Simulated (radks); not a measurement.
Results of a calculation; reference values are marked as such.
Species: Te14+. Configuration: [Kr] 4d2. Code: a radial shooting solver on a logarithmic mesh with Libxc functionals. Model: scalar-relativistic Kohn-Sham, exchange-only LDA, spin-polarised, spherical densities, point nucleus; open shells are filled with parallel spins first (spin-orbit coupling, left out, can overturn this in heavy ions). Some entries of the table are withheld. Estimate them.

orbital,occ.,eigenvalue (eV),<r> (bohr)
1s up,1,-31912.08,0.02784
1s down,1,-31912.05,0.02784
2s up,1,-5166.461,0.1199
2s down,1,-5165.519,0.1199
2p up,3,-4673.373,0.1048
2p down,3,-4672.618,0.1048
3s up,1,-1272.981,0.3214
3s down,1,-1272.296,0.3212
3p up,3,-1112.740,0.3189
3p down,3,-1112.005,0.3188
3d up,5,-871.3711,(1)
3d down,5,-870.4309,(2)
4s up,1,-446.2881,(3)
4s down,1,-442.8864,(4)
4p up,3,-392.4999,0.7515
4p down,3,-389.0852,0.7514
4d up,2,(5),0.8011
4d down,0,(6),0.8016

Answer. 
(1) 3d up <r> (bohr): 0.2944
(2) 3d down <r> (bohr): 0.2943
(3) 4s up <r> (bohr): 0.7191
(4) 4s down <r> (bohr): 0.7188
(5) 4d up eigenvalue (eV): -311.9028
(6) 4d down eigenvalue (eV): -308.5177
